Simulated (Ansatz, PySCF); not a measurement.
Torsion H3–O1–Se2–H4 in H2OSe (SMILES O[SeH]); at each angle all else is relaxed with GFN2-xTB, and the levels are single points there.
Geometry at 90° (charge 0, multiplicity 1):
| atom | x (Å) | y (Å) | z (Å) |
|---|---|---|---|
| O | -0.9406 | 0.3183 | 0.2875 |
| Se | 0.7613 | 0.6650 | -0.1897 |
| H | -1.3107 | -0.3659 | -0.2791 |
| H | 0.4458 | 1.7167 | -1.1570 |

On the grid 0° to 330°, 0° is the highest and 90° the lowest point at CCSD(T)/CBS(cc-pVTZ, cc-pVQZ).

Cores are frozen in the correlated methods. Filled d and f shells under p-block atoms count as core. CBS: X⁻³ extrapolation of the correlation energy, Hartree–Fock from the larger set.

Programs: Ansatz (a first-principles code) with Gaussian orbitals; PySCF for the dispersion terms. Each number belongs to the level named beside it.

PBE/def2-TZVPP gives 216.0 meV for the energy at 0° less that at 90°.

**Question.** Where do these levels fall relative to PBE: PBE-D3(BJ)/def2-TZVPP, r2SCAN/def2-TZVPP, B3LYP/def2-TZVPP, wB97M-V/def2-TZVPP, MP2/CBS(cc-pVTZ, cc-pVQZ), CCSD(T)/CBS(cc-pVTZ, cc-pVQZ).

**Answer.** PBE-D3(BJ)/def2-TZVPP -0.4; r2SCAN/def2-TZVPP 6.1; B3LYP/def2-TZVPP -5.9; wB97M-V/def2-TZVPP 0.8; MP2/CBS(cc-pVTZ, cc-pVQZ) 6.0; CCSD(T)/CBS(cc-pVTZ, cc-pVQZ) 2.3 meV. 4 of 6 lie above PBE; the widest gap is to r2SCAN/def2-TZVPP.
